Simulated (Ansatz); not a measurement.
Born–Oppenheimer molecular dynamics of Ge2H6O2 (10 atoms, charge 0, multiplicity 1). It goes on from the last frame of an earlier run, with new velocities.

The calculation used RHF/def2-SVP (Ansatz).

| Item | Value |
| --- | --- |
| ensemble | NVT, Langevin thermostat |
| time step | 1 fs |
| steps asked | 250 |
| set temperature | 1500 K |
| friction | 0.01 /fs |
| seed | 926240 |

First frame:

```xyz
10
Properties=species:S:1:pos:R:3
Ge -0.062 -0.110 -0.078
Ge 0.057 0.706 2.282
H -1.568 0.689 2.811
H 0.531 -0.411 3.184
H 0.642 2.116 2.360
O 1.394 0.421 -0.992
H 1.770 1.212 -0.888
H -1.214 0.610 -0.472
O -0.263 -1.858 -0.276
H -0.827 -2.631 -0.436
```

**Question.** How far do the bonds stretch over the last three quarters of this one trajectory? (Pairs bonded in most of those frames.)

**Answer.** 
```json
{"bond": "Ge1–Ge2", "mean (Å)": "2.473", "spread (Å)": "0.076", "shortest": "2.30", "longest": "2.56"}
{"bond": "Ge1–O6", "mean (Å)": "1.759", "spread (Å)": "0.062", "shortest": "1.63", "longest": "1.88"}
{"bond": "Ge1–H8", "mean (Å)": "1.568", "spread (Å)": "0.107", "shortest": "1.38", "longest": "1.75"}
{"bond": "Ge1–O9", "mean (Å)": "1.783", "spread (Å)": "0.048", "shortest": "1.68", "longest": "1.88"}
{"bond": "Ge2–H3", "mean (Å)": "1.551", "spread (Å)": "0.070", "shortest": "1.42", "longest": "1.72"}
{"bond": "Ge2–H4", "mean (Å)": "1.556", "spread (Å)": "0.067", "shortest": "1.39", "longest": "1.71"}
{"bond": "Ge2–H5", "mean (Å)": "1.545", "spread (Å)": "0.056", "shortest": "1.43", "longest": "1.67"}
{"bond": "O6–H7", "mean (Å)": "0.949", "spread (Å)": "0.022", "shortest": "0.89", "longest": "1.00"}
{"bond": "O9–H10", "mean (Å)": "0.965", "spread (Å)": "0.064", "shortest": "0.86", "longest": "1.06"}
```

Mean temperature of the second half: 1169 K. The mean temperature of the second half is 22 % below the set value. A run of 0.25 ps of so small a system gives no equilibrium averages.

The run took 4.5 min on 4 threads of Arm Neoverse V2 (shared host), peak memory 0.33 GiB.
